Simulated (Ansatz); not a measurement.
Consider the substitution at a C–Ge bond: `c1cc[c]([GeH2][c]2ccccc2)cc1` + `N=O` → `O=Nc1ccccc1` + `[GeH3][c]1ccccc1`.

Calculated with Ansatz (gas phase, PBE0-D4/def2-TZVP geometries, no zero-point term in ΔE). CCSD(T)/CBS is the MP2 limit (def2-TZVPP, def2-QZVPP) plus CCSD(T) − MP2 in def2-TZVPP, frozen cores. This one scheme is used for every species. Functionals use def2-TZVPP. For Ge outer-core shells are correlated without core-valence functions, which leaves a few kJ/mol of doubt a bond. Scalar relativity is left out up to krypton. Each species was taken in one conformer, which may not be the lowest.

CCSD(T)/CBS gives -2.3 kJ/mol.

(1) Another level gave -31.0 kJ/mol. Which?
A. r2SCANh/def2-TZVPP
B. MP2/def2-TZVPP
C. r2SCAN0-D4/def2-TZVPP
D. ωB97X-V/def2-TZVPP

Largest T1 diagnostic among the species: 0.015.

Results:

(1) A. r2SCANh -31.0, r2SCAN0-D4 -22.7, ωB97X-V -14.3, MP2/def2-TZVPP 4.6 kJ/mol.

Leaving LDA and LC-ωPBE aside and taking each functional with its dispersion term where it has one, the values, not all of them listed here, spread over 21.7 kJ/mol, from B97M-V to ωB97M-V. LDA lies −12.6 kJ/mol from PBE without D4. From r2SCAN to r2SCAN0 (25 % exact exchange), in def2-TZVPP and without D4, ΔE moves by +7.3 kJ/mol. At CCSD(T), def2-SVP lies −7.5 kJ/mol from the extrapolated value and def2-TZVPP +2.5 kJ/mol.
